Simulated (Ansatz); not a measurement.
Start from `[OH][In]([F])[SH]` and change one element to get `[OH][In]([SH])[Br]`.

Ansatz, PBE0-D4/def2-TZVP geometries, multiplicity 1. Each molecule was computed in one conformer, which needn't be the lowest.

Elements past krypton have def2 core potentials. Scalar relativity is left out up to krypton.

| property | `[OH][In]([F])[SH]` |
| --- | --- |
| LUMO energy (B3LYP/def2-TZVPP) / eV | -2.51 |
| HOMO energy (ωB97M-V/def2-TZVPP) / eV | -10.40 |
| HOMO energy (B3LYP/def2-TZVPP) / eV | -7.95 |
| HOMO energy (PBE0/def2-TZVPP) / eV | -8.20 |
| LUMO energy (PBE0/def2-TZVPP) / eV | -2.17 |
| LUMO energy (ωB97M-V/def2-TZVPP) / eV | -0.26 |

Task: Give the same properties after the change, and the shifts. (An estimate is asked.)

Result: Computed: 
```csv
property,`[OH][In]([SH])[Br]`,shift
LUMO energy (B3LYP/def2-TZVPP) / eV,-2.48,0.03
HOMO energy (ωB97M-V/def2-TZVPP) / eV,-10.23,0.17
HOMO energy (B3LYP/def2-TZVPP) / eV,-7.77,0.18
HOMO energy (PBE0/def2-TZVPP) / eV,-8.03,0.17
LUMO energy (PBE0/def2-TZVPP) / eV,-2.17,0.00
LUMO energy (ωB97M-V/def2-TZVPP) / eV,-0.29,-0.03
```

B3LYP here is the variant with VWN-RPA as its local correlation; programs differ in this.

Spin–orbit coupling is left out; it splits and shifts lone-pair levels of the heavy atoms by tenths of an eV.
